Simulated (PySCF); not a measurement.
Delta-SCF ions had no search for a lower state. Excitations are Tamm–Dancoff values on a coarser integration grid. The basis has no diffuse functions, so Rydberg states are missing or too high.

# C$_{2}$H$_{6}$Si, SMILES `C=[SiH]C` (charge 0, multiplicity 1)

Method: PBE0-D3(BJ)/def2-TZVP run with PySCF.

```json
{
  "HOMO": "-6.23 eV",
  "dipole_moment": "1.71 D",
  "LUMO": "-0.65 eV",
  "HOMO–LUMO gap": "5.58 eV",
  "S1 excitation (TDA)": "5.70 eV",
  "S1 oscillator strength": "0.349",
  "brightest of the four lowest singlets (TDA)": "5.70 eV",
  "T1 excitation (TDA)": "2.81 eV",
  "S1–T1 gap (TDA)": "2.89 eV",
  "vertical ionisation energy (Delta-SCF)": "8.25 eV",
  "total_energy": "-10043.34 eV",
  "cost": "very roughly 70 core-seconds"
}
```

```xyz
9

C     -1.5515    -0.4449     0.9747
Si    -0.2832     0.5551     0.4496
C      1.3000    -0.0489    -0.3156
H     -2.4543    -0.0370     1.4141
H     -1.5166    -1.5256     0.8958
H     -0.3791     2.0280     0.5797
H      1.3007    -1.1390    -0.3649
H      2.1645     0.2742     0.2693
H      1.4198     0.3455    -1.3276
```
Charge 0, spin multiplicity 1.
